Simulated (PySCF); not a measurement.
Compound: C4H7NO2.
SMILES with atom numbers: `[CH3:1][N:2]([CH3:3])[C:4](=[O:5])[CH:6]=[O:7]` (hydrogens: H8, H9, H10 on C1; H11, H12, H13 on C3; H14 on C6)

The same species was optimised twice, with GFN2-xTB and with PBE0-D3(BJ)/def2-SVP (PySCF), and the same property calculations (PySCF, gas phase) were run on both structures.

```
     coordinate  GFN2-xTB  PBE0-D3(BJ)/def2-SVP  change
      C4–C6 (Å)     1.517                 1.535  +0.018
      N2–C4 (Å)     1.346                 1.355  +0.009
      N2–C3 (Å)     1.443                 1.445  +0.002
      C4=O5 (Å)     1.223                 1.221  -0.002
      C1–N2 (Å)     1.446                 1.445  -0.001
   O5–C4–C6 (°)     117.4                 114.1    -3.3
   N2–C4–C6 (°)     119.2                 121.8    +2.6
   N2–C4–O5 (°)     123.3                 124.1    +0.8
   C1–N2–C4 (°)     118.7                 118.1    -0.6
   C3–N2–C4 (°)     125.7                 126.2    +0.5
   C1–N2–C3 (°)     115.5                 115.7    +0.2
C1–N2–C4–O5 (°)        -2                     0      +2
N2–C4–C6–O7 (°)       -25                    -2     +23
```

Rotational constants: A = 3953, B = 2481, C = 1567 MHz (GFN2-xTB) against A = 3952, B = 2406, C = 1525 MHz (PBE0-D3(BJ)/def2-SVP). Atoms that the bonding makes alike are paired by their places after alignment. End groups have turned between the structures, so O7, H11, H12, H13, H14 are left out of the comparison.

On the GFN2-xTB structure: isotropic polarisability (au) 63.9 [PBE0/def2-SVPD]; HOMO (eV) -7.44 [PBE0/def2-SVPD]; LUMO (eV) -2.19 [PBE0/def2-SVPD]; dipole (D) 3.07 [PBE0/def2-SVPD]; HOMO (eV) -7.33 [PBE0/pcSseg-1]; LUMO (eV) -2.04 [PBE0/pcSseg-1]; dipole (D) 3.06 [PBE0/pcSseg-1]; GIAO shielding of C1/C3 (mean) (ppm) 150.1 [PBE0/pcSseg-1]; GIAO shielding of N2 (ppm) 145.8 [PBE0/pcSseg-1]; GIAO shielding of C4 (ppm) 22.4 [PBE0/pcSseg-1]; GIAO shielding of O5 (ppm) -83.8 [PBE0/pcSseg-1]; GIAO shielding of C6 (ppm) -12.6 [PBE0/pcSseg-1]; GIAO shielding of O7 (ppm) -386.6 [PBE0/pcSseg-1].

**Question.** What do these properties become on the PBE0-D3(BJ)/def2-SVP structure?

**Answer.** 
```json
{"property": "isotropic polarisability (au)", "level": "PBE0/def2-SVPD", "on GFN2-xTB": "63.9", "on PBE0-D3(BJ)/def2-SVP": "64.8", "change": "+0.9"}
{"property": "HOMO (eV)", "level": "PBE0/def2-SVPD", "on GFN2-xTB": "-7.44", "on PBE0-D3(BJ)/def2-SVP": "-7.52", "change": "-0.08"}
{"property": "LUMO (eV)", "level": "PBE0/def2-SVPD", "on GFN2-xTB": "-2.19", "on PBE0-D3(BJ)/def2-SVP": "-2.26", "change": "-0.07"}
{"property": "dipole (D)", "level": "PBE0/def2-SVPD", "on GFN2-xTB": "3.07", "on PBE0-D3(BJ)/def2-SVP": "2.85", "change": "-0.22"}
{"property": "energy, GFN2-xTB geometry as zero (kcal/mol)", "level": "PBE0/def2-SVPD", "on GFN2-xTB": "0.0", "on PBE0-D3(BJ)/def2-SVP": "-0.6", "change": "-0.6"}
{"property": "HOMO (eV)", "level": "PBE0/pcSseg-1", "on GFN2-xTB": "-7.33", "on PBE0-D3(BJ)/def2-SVP": "-7.42", "change": "-0.09"}
{"property": "LUMO (eV)", "level": "PBE0/pcSseg-1", "on GFN2-xTB": "-2.04", "on PBE0-D3(BJ)/def2-SVP": "-2.13", "change": "-0.09"}
{"property": "dipole (D)", "level": "PBE0/pcSseg-1", "on GFN2-xTB": "3.06", "on PBE0-D3(BJ)/def2-SVP": "2.84", "change": "-0.22"}
{"property": "energy, GFN2-xTB geometry as zero (kcal/mol)", "level": "PBE0/pcSseg-1", "on GFN2-xTB": "0.0", "on PBE0-D3(BJ)/def2-SVP": "-0.7", "change": "-0.7"}
{"property": "GIAO shielding of C1/C3 (mean) (ppm)", "level": "PBE0/pcSseg-1", "on GFN2-xTB": "150.1", "on PBE0-D3(BJ)/def2-SVP": "150.4", "change": "+0.3"}
{"property": "GIAO shielding of N2 (ppm)", "level": "PBE0/pcSseg-1", "on GFN2-xTB": "145.8", "on PBE0-D3(BJ)/def2-SVP": "143.2", "change": "-2.6"}
{"property": "GIAO shielding of C4 (ppm)", "level": "PBE0/pcSseg-1", "on GFN2-xTB": "22.4", "on PBE0-D3(BJ)/def2-SVP": "23.5", "change": "+1.1"}
{"property": "GIAO shielding of O5 (ppm)", "level": "PBE0/pcSseg-1", "on GFN2-xTB": "-83.8", "on PBE0-D3(BJ)/def2-SVP": "-104.6", "change": "-20.8"}
{"property": "GIAO shielding of C6 (ppm)", "level": "PBE0/pcSseg-1", "on GFN2-xTB": "-12.6", "on PBE0-D3(BJ)/def2-SVP": "-14.7", "change": "-2.1"}
{"property": "GIAO shielding of O7 (ppm)", "level": "PBE0/pcSseg-1", "on GFN2-xTB": "-386.6", "on PBE0-D3(BJ)/def2-SVP": "-371.4", "change": "+15.2"}
```

The heavy atoms differ by 0.105 Å rms after alignment (one structure mirrored). Among the bonds compared C4–C6 changes most (+0.018 Å). Changes are differences of the printed values. Neither structure is proved a minimum here.

The values belong to the conformer `[CH3:1][N:2]([CH3:3])[C:4](=[O:5])[CH:6]=[O:7]`: C1–N2–C4–O5 0°, N2–C4–C6–O7 -2°.
